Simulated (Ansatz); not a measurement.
Relaxation of Si(vinyl)(OMe)3 (C₅H₁₂O₃Si) with RKS PBE-D4/def2-SVP.

```sh
$ ansatz run in.yaml --threads 2 --pin off --events-out ev --progress --plain --max-ram 32768MiB --backend cuda --devices 0, --max-vram 18GiB
```

```yaml
crystal:
  periodic: [false, false, false]
  atoms:
    - {symbol: Si, position_ang: [-0.056590, -0.129490, 0.019600]}
    - {symbol: C, position_ang: [0.080080, -0.084620, 1.899210]}
    - {symbol: C, position_ang: [1.147900, -0.404900, 2.612090]}
    - {symbol: H, position_ang: [-0.806730, 0.245410, 2.430440]}
    - {symbol: H, position_ang: [2.053780, -0.734080, 2.132050]}
    - {symbol: H, position_ang: [1.163810, -0.354340, 3.690670]}
    - {symbol: O, position_ang: [1.434580, -0.523190, -0.482910]}
    - {symbol: C, position_ang: [1.833240, -0.987900, -1.746190]}
    - {symbol: H, position_ang: [1.229090, -1.844670, -2.046270]}
    - {symbol: H, position_ang: [2.880440, -1.283780, -1.672410]}
    - {symbol: H, position_ang: [1.728850, -0.202140, -2.497980]}
    - {symbol: O, position_ang: [-0.632190, 1.293680, -0.557910]}
    - {symbol: C, position_ang: [-0.093060, 2.572200, -0.363040]}
    - {symbol: H, position_ang: [-0.172060, 2.867010, 0.686080]}
    - {symbol: H, position_ang: [-0.661020, 3.269220, -0.980650]}
    - {symbol: H, position_ang: [0.959430, 2.600970, -0.653030]}
    - {symbol: O, position_ang: [-1.080290, -1.239050, -0.580930]}
    - {symbol: C, position_ang: [-2.478540, -1.254530, -0.487210]}
    - {symbol: H, position_ang: [-2.787530, -1.521670, 0.526120]}
    - {symbol: H, position_ang: [-2.848340, -2.005050, -1.186820]}
    - {symbol: H, position_ang: [-2.894860, -0.279070, -0.740900]}
basis:
  gaussian: {orbitals: def2-SVP}
hamiltonian: {xc: pbe, dispersion: d4}
scf: {lower_state_search: "off"}
output: {orbitals: {seedname: orbitals}}
relax: {f_tol: 0.02, max_steps: 100}
```

Hardware: 2 threads of AMD EPYC 7R13 on a shared host and a share (18 GiB) of an NVIDIA H100 80GB HBM3. Wall time 44 s, peak host memory 0.83 GiB.

Positions (Å) and forces (eV/Å) at steps 1, 2, 3, 4, 5, 6, 7, 10, 12, 13, 14, 15 of 15:

```xyz
21
step=1 energy=-19372.7226 eV
Si   -0.057   -0.129    0.020    0.187    0.177    1.615
C     0.080   -0.085    1.899   -0.926    0.233   -1.415
C     1.148   -0.405    2.612    0.481   -0.147    0.216
H    -0.807    0.245    2.430   -0.647    0.239    0.428
H     2.054   -0.734    2.132    0.836   -0.297   -0.421
H     1.164   -0.354    3.691   -0.003    0.045    0.869
O     1.435   -0.523   -0.483    1.070   -0.058    0.037
C     1.833   -0.988   -1.746   -0.126    0.182    0.450
H     1.229   -1.845   -2.046   -0.315   -0.583   -0.314
H     2.880   -1.284   -1.672    0.599   -0.208   -0.137
H     1.729   -0.202   -2.498    0.018    0.406   -0.571
O    -0.632    1.294   -0.558   -0.551    0.342   -0.490
C    -0.093    2.572   -0.363   -0.203   -0.453   -0.018
H    -0.172    2.867    0.686    0.003    0.367    0.635
H    -0.661    3.269   -0.981   -0.217    0.543   -0.290
H     0.959    2.601   -0.653    0.672    0.185   -0.187
O    -1.080   -1.239   -0.581   -0.209   -0.942   -0.420
C    -2.479   -1.255   -0.487    0.525   -0.036   -0.051
H    -2.788   -1.522    0.526   -0.373   -0.200    0.592
H    -2.848   -2.005   -1.187   -0.400   -0.398   -0.344
H    -2.895   -0.279   -0.741   -0.417    0.603   -0.185
21
step=2 energy=-19372.9137 eV
Si   -0.049   -0.138    0.032    0.022    0.152    0.961
C     0.057   -0.076    1.903   -0.227    0.032   -0.432
C     1.149   -0.397    2.615    0.100   -0.021    0.006
H    -0.842    0.254    2.448   -0.147    0.047    0.106
H     2.071   -0.724    2.119    0.196   -0.077   -0.110
H     1.172   -0.348    3.712    0.000    0.017    0.225
O     1.456   -0.529   -0.483    0.699   -0.095   -0.131
C     1.850   -0.994   -1.758   -0.103    0.061    0.164
H     1.242   -1.863   -2.072   -0.093   -0.164   -0.091
H     2.909   -1.300   -1.707    0.166   -0.056   -0.026
H     1.750   -0.205   -2.527    0.000    0.127   -0.161
O    -0.629    1.296   -0.554   -0.243    0.462   -0.323
C    -0.088    2.584   -0.353   -0.059   -0.222    0.008
H    -0.162    2.898    0.707    0.002    0.097    0.192
H    -0.655    3.303   -0.969   -0.074    0.149   -0.085
H     0.977    2.633   -0.649    0.194    0.051   -0.055
O    -1.082   -1.265   -0.564   -0.341   -0.599   -0.249
C    -2.491   -1.273   -0.487    0.228    0.041   -0.005
H    -2.837   -1.529    0.534   -0.104   -0.049    0.165
H    -2.878   -2.037   -1.183   -0.101   -0.121   -0.106
H    -2.919   -0.291   -0.766   -0.114    0.167   -0.054
21
step=3 energy=-19372.9529 eV
Si   -0.047   -0.143    0.050   -0.070    0.050    0.197
C     0.047   -0.074    1.911    0.006   -0.008   -0.024
C     1.156   -0.386    2.614   -0.006   -0.026   -0.006
H    -0.854    0.248    2.467    0.021    0.014   -0.013
H     2.076   -0.722    2.104   -0.004    0.036    0.001
H     1.192   -0.329    3.716   -0.006   -0.007   -0.017
O     1.476   -0.533   -0.474    0.173   -0.012   -0.009
C     1.851   -0.995   -1.758   -0.066    0.005   -0.013
H     1.234   -1.864   -2.079    0.002    0.012    0.002
H     2.915   -1.312   -1.726   -0.017    0.005    0.009
H     1.752   -0.199   -2.530   -0.002   -0.004    0.008
O    -0.630    1.302   -0.558   -0.044    0.085   -0.122
C    -0.085    2.589   -0.346    0.023   -0.040    0.037
H    -0.153    2.903    0.721    0.007   -0.004   -0.006
H    -0.653    3.323   -0.956   -0.001   -0.015    0.010
H     0.985    2.647   -0.649   -0.009   -0.003    0.001
O    -1.085   -1.295   -0.547   -0.057   -0.144   -0.056
C    -2.498   -1.283   -0.496    0.022    0.063    0.011
H    -2.876   -1.512    0.529    0.010    0.009   -0.028
H    -2.887   -2.065   -1.181    0.012    0.008    0.008
H    -2.917   -0.301   -0.811    0.010   -0.025    0.011
21
step=4 energy=-19372.9540 eV
Si   -0.042   -0.155    0.076    0.063    0.147    0.014
C     0.057   -0.067    1.931   -0.006    0.083   -0.012
C     1.169   -0.377    2.629   -0.057    0.002   -0.039
H    -0.842    0.267    2.485   -0.015   -0.125    0.024
H     2.102   -0.656    2.111   -0.005   -0.104   -0.004
H     1.193   -0.371    3.732    0.035    0.097    0.033
O     1.491   -0.524   -0.449    0.083    0.023   -0.008
C     1.812   -0.980   -1.751    0.015   -0.072    0.020
H     1.157   -1.825   -2.055    0.012    0.002   -0.043
H     2.865   -1.329   -1.747    0.012   -0.018   -0.022
H     1.720   -0.176   -2.516   -0.031    0.026    0.032
O    -0.636    1.271   -0.574    0.000    0.057    0.005
C    -0.089    2.556   -0.355   -0.042    0.045   -0.047
H    -0.160    2.877    0.710    0.008   -0.047    0.025
H    -0.656    3.290   -0.964   -0.004    0.001    0.000
H     0.981    2.621   -0.657    0.002   -0.041    0.011
O    -1.056   -1.329   -0.524   -0.047   -0.076    0.057
C    -2.469   -1.274   -0.516   -0.033   -0.014   -0.055
H    -2.890   -1.499    0.492    0.025    0.020    0.009
H    -2.858   -2.041   -1.217   -0.005    0.002   -0.012
H    -2.846   -0.279   -0.840   -0.012   -0.005    0.012
21
step=5 energy=-19372.9613 eV
Si   -0.041   -0.154    0.079    0.024    0.018   -0.084
C     0.055   -0.065    1.932   -0.026   -0.015    0.026
C     1.169   -0.374    2.629    0.010    0.057    0.013
H    -0.849    0.251    2.489    0.028    0.008    0.004
H     2.090   -0.693    2.110   -0.027    0.008    0.030
H     1.210   -0.311    3.732    0.003   -0.032   -0.053
O     1.496   -0.523   -0.446    0.003    0.011    0.019
C     1.809   -0.978   -1.751    0.017   -0.037   -0.010
H     1.151   -1.820   -2.059    0.014    0.013   -0.011
H     2.862   -1.330   -1.756   -0.011   -0.004   -0.012
H     1.712   -0.168   -2.510   -0.012    0.006    0.022
O    -0.638    1.270   -0.578    0.009   -0.031    0.035
C    -0.089    2.553   -0.351   -0.008    0.054   -0.011
H    -0.155    2.861    0.718    0.004   -0.026    0.002
H    -0.657    3.293   -0.953    0.004   -0.006    0.008
H     0.981    2.614   -0.655   -0.008   -0.018    0.004
O    -1.053   -1.336   -0.519   -0.018    0.000    0.048
C    -2.466   -1.274   -0.521   -0.030   -0.012   -0.028
H    -2.893   -1.485    0.487    0.018    0.014   -0.010
H    -2.855   -2.047   -1.217    0.002    0.007   -0.001
H    -2.838   -0.281   -0.858    0.003   -0.015    0.009
21
step=6 energy=-19372.9611 eV rejected
Si   -0.040   -0.157    0.080    0.076    0.020   -0.032
C     0.065   -0.063    1.935    0.018   -0.025    0.029
C     1.175   -0.369    2.640   -0.012    0.058    0.075
H    -0.833    0.254    2.498   -0.008    0.013   -0.025
H     2.109   -0.692    2.149   -0.034    0.004   -0.066
H     1.201   -0.299    3.743   -0.003   -0.023   -0.035
O     1.496   -0.532   -0.446   -0.033    0.029    0.014
C     1.801   -0.975   -1.757    0.010   -0.032    0.001
H     1.133   -1.808   -2.069    0.013   -0.002   -0.026
H     2.850   -1.336   -1.772   -0.007   -0.007   -0.004
H     1.707   -0.157   -2.506   -0.013    0.012    0.016
O    -0.637    1.267   -0.577    0.019   -0.031    0.032
C    -0.088    2.550   -0.352   -0.005    0.022   -0.005
H    -0.140    2.853    0.719    0.000   -0.015    0.015
H    -0.663    3.292   -0.944   -0.003    0.003    0.000
H     0.979    2.613   -0.668   -0.003   -0.017   -0.004
O    -1.057   -1.338   -0.508    0.024   -0.015    0.034
C    -2.468   -1.278   -0.532   -0.028    0.001   -0.017
H    -2.908   -1.477    0.472    0.001    0.006    0.013
H    -2.847   -2.059   -1.223   -0.007   -0.003   -0.015
H    -2.837   -0.289   -0.884   -0.004    0.000   -0.001
21
step=7 energy=-19372.9626 eV
Si   -0.039   -0.157    0.078    0.005    0.005   -0.034
C     0.057   -0.059    1.933    0.013    0.005    0.012
C     1.172   -0.358    2.631   -0.017   -0.046    0.033
H    -0.843    0.259    2.492    0.000    0.003   -0.011
H     2.094   -0.686    2.121   -0.005    0.027   -0.008
H     1.206   -0.305    3.734    0.011    0.017   -0.022
O     1.497   -0.530   -0.446   -0.020   -0.013    0.019
C     1.807   -0.979   -1.754    0.003    0.012   -0.022
H     1.145   -1.814   -2.071    0.000    0.002    0.005
H     2.858   -1.336   -1.767   -0.006    0.002    0.003
H     1.710   -0.161   -2.503    0.004   -0.006    0.001
O    -0.638    1.266   -0.577   -0.003   -0.024   -0.008
C    -0.088    2.549   -0.347    0.011    0.010    0.016
H    -0.143    2.846    0.726    0.003   -0.001   -0.004
H    -0.661    3.293   -0.939    0.001   -0.005    0.007
H     0.980    2.608   -0.659   -0.005    0.005   -0.002
O    -1.056   -1.341   -0.510    0.012    0.004    0.025
C    -2.468   -1.277   -0.527   -0.012    0.006   -0.003
H    -2.902   -1.475    0.480    0.000    0.000   -0.007
H    -2.852   -2.056   -1.219    0.003    0.001    0.001
H    -2.837   -0.287   -0.876    0.004   -0.003    0.000
21
step=10 energy=-19372.9654 eV
Si   -0.036   -0.188    0.094   -0.012   -0.014    0.013
C     0.076   -0.042    1.945    0.007   -0.006    0.002
C     1.199   -0.314    2.641    0.000    0.006   -0.011
H    -0.824    0.280    2.502   -0.002   -0.001   -0.002
H     2.120   -0.638    2.128    0.001    0.002   -0.002
H     1.247   -0.229    3.741   -0.004    0.001    0.001
O     1.492   -0.595   -0.427    0.011    0.003   -0.021
C     1.800   -0.987   -1.755   -0.008   -0.002    0.022
H     1.130   -1.801   -2.108    0.000    0.001    0.000
H     2.846   -1.354   -1.781    0.002   -0.001   -0.001
H     1.712   -0.135   -2.467    0.000    0.000    0.000
O    -0.623    1.225   -0.594    0.023    0.027    0.018
C    -0.098    2.513   -0.328   -0.017   -0.021   -0.013
H    -0.094    2.752    0.761    0.006    0.000   -0.002
H    -0.727    3.268   -0.843    0.001   -0.003    0.003
H     0.946    2.622   -0.701   -0.004    0.002    0.001
O    -1.072   -1.374   -0.452   -0.043    0.009   -0.008
C    -2.479   -1.263   -0.562    0.034   -0.002   -0.001
H    -2.981   -1.427    0.420    0.002   -0.001   -0.003
H    -2.844   -2.044   -1.262    0.000   -0.001    0.001
H    -2.790   -0.269   -0.951    0.004    0.000    0.001
21
step=12 energy=-19372.9659 eV
Si   -0.040   -0.209    0.109   -0.002   -0.005    0.007
C     0.082   -0.051    1.958    0.020   -0.024    0.024
C     1.223   -0.265    2.646   -0.041   -0.016   -0.010
H    -0.828    0.240    2.517    0.027    0.007    0.001
H     2.151   -0.567    2.130   -0.016    0.028    0.003
H     1.277   -0.160    3.745    0.001   -0.005   -0.011
O     1.487   -0.618   -0.415   -0.013   -0.001   -0.002
C     1.784   -1.002   -1.747    0.012   -0.004    0.007
H     1.111   -1.813   -2.101   -0.004   -0.006   -0.001
H     2.830   -1.370   -1.784    0.004   -0.003   -0.002
H     1.692   -0.145   -2.451    0.001    0.007   -0.015
O    -0.622    1.210   -0.571   -0.001   -0.014   -0.014
C    -0.096    2.496   -0.309    0.020    0.058   -0.002
H    -0.003    2.702    0.785    0.001   -0.001   -0.067
H    -0.778    3.257   -0.748    0.047   -0.039    0.035
H     0.913    2.633   -0.766   -0.071   -0.008    0.035
O    -1.083   -1.388   -0.439   -0.018    0.027    0.013
C    -2.483   -1.255   -0.602    0.043   -0.024   -0.007
H    -3.023   -1.408    0.360   -0.002    0.005    0.009
H    -2.835   -2.031   -1.313    0.006    0.008    0.001
H    -2.760   -0.256   -1.003   -0.013    0.012   -0.002
21
step=13 energy=-19372.9664 eV
Si   -0.039   -0.203    0.107    0.000    0.003    0.001
C     0.080   -0.052    1.956    0.016    0.007    0.008
C     1.218   -0.275    2.646   -0.023   -0.017   -0.002
H    -0.828    0.245    2.516    0.005   -0.018    0.003
H     2.147   -0.569    2.128   -0.010    0.000    0.003
H     1.268   -0.186    3.746    0.005    0.014   -0.010
O     1.488   -0.611   -0.417   -0.006    0.002   -0.006
C     1.787   -1.000   -1.747    0.007   -0.004    0.007
H     1.115   -1.813   -2.099   -0.002   -0.002   -0.001
H     2.833   -1.368   -1.781    0.002   -0.001   -0.001
H     1.696   -0.147   -2.457    0.000    0.003   -0.006
O    -0.624    1.214   -0.575    0.003   -0.004   -0.005
C    -0.096    2.501   -0.315    0.005    0.021   -0.003
H    -0.014    2.713    0.777    0.002   -0.001   -0.024
H    -0.770    3.260   -0.764    0.017   -0.014    0.015
H     0.917    2.632   -0.760   -0.028   -0.004    0.011
O    -1.080   -1.384   -0.443   -0.016    0.018    0.009
C    -2.481   -1.256   -0.594    0.028   -0.013   -0.002
H    -3.013   -1.414    0.372   -0.002    0.002    0.003
H    -2.836   -2.032   -1.304    0.001    0.004    0.000
H    -2.767   -0.257   -0.991   -0.005    0.004    0.000
21
step=14 energy=-19372.9664 eV rejected
Si   -0.039   -0.200    0.105   -0.004   -0.009   -0.002
C     0.077   -0.055    1.956    0.000   -0.023    0.004
C     1.213   -0.286    2.646    0.006    0.069   -0.007
H    -0.831    0.237    2.516    0.003    0.003    0.002
H     2.143   -0.573    2.126   -0.003   -0.018    0.005
H     1.267   -0.185    3.744   -0.007   -0.029   -0.006
O     1.489   -0.606   -0.419   -0.001    0.005   -0.007
C     1.789   -1.000   -1.747    0.004   -0.006    0.009
H     1.117   -1.814   -2.096   -0.001   -0.001   -0.001
H     2.835   -1.367   -1.778    0.001   -0.001   -0.001
H     1.699   -0.149   -2.460   -0.001    0.004   -0.002
O    -0.625    1.218   -0.575    0.008   -0.001    0.005
C    -0.096    2.504   -0.317   -0.004   -0.003   -0.006
H    -0.015    2.720    0.773    0.003    0.000    0.013
H    -0.768    3.263   -0.769   -0.009    0.006   -0.004
H     0.917    2.634   -0.762    0.006   -0.003   -0.005
O    -1.078   -1.380   -0.445   -0.020    0.012    0.003
C    -2.480   -1.256   -0.591    0.024   -0.010   -0.005
H    -3.008   -1.417    0.377   -0.002    0.000    0.006
H    -2.836   -2.030   -1.302   -0.001    0.001   -0.001
H    -2.771   -0.257   -0.983   -0.002    0.004   -0.001
21
step=15 energy=-19372.9666 eV
Si   -0.039   -0.202    0.106   -0.002   -0.003   -0.001
C     0.079   -0.053    1.956    0.006   -0.005    0.002
C     1.217   -0.278    2.646   -0.011   -0.003   -0.002
H    -0.829    0.239    2.517    0.002   -0.002    0.002
H     2.145   -0.571    2.127    0.000    0.003    0.001
H     1.268   -0.185    3.745    0.001    0.001   -0.003
O     1.488   -0.609   -0.418   -0.003    0.003   -0.005
C     1.788   -1.000   -1.747    0.003   -0.002    0.005
H     1.115   -1.814   -2.097   -0.001   -0.001    0.000
H     2.834   -1.368   -1.780    0.001   -0.001    0.000
H     1.697   -0.148   -2.458    0.000    0.001   -0.002
O    -0.624    1.216   -0.575    0.003   -0.004   -0.001
C    -0.096    2.502   -0.316    0.000    0.005   -0.001
H    -0.013    2.715    0.775    0.002    0.000   -0.002
H    -0.770    3.261   -0.764    0.001   -0.001    0.003
H     0.916    2.633   -0.762   -0.005   -0.001    0.000
O    -1.079   -1.382   -0.443   -0.013    0.013    0.006
C    -2.481   -1.255   -0.593    0.019   -0.008   -0.002
H    -3.012   -1.414    0.373   -0.001    0.001    0.002
H    -2.835   -2.031   -1.304    0.000    0.001   -0.001
H    -2.768   -0.257   -0.989   -0.003    0.002    0.000
```
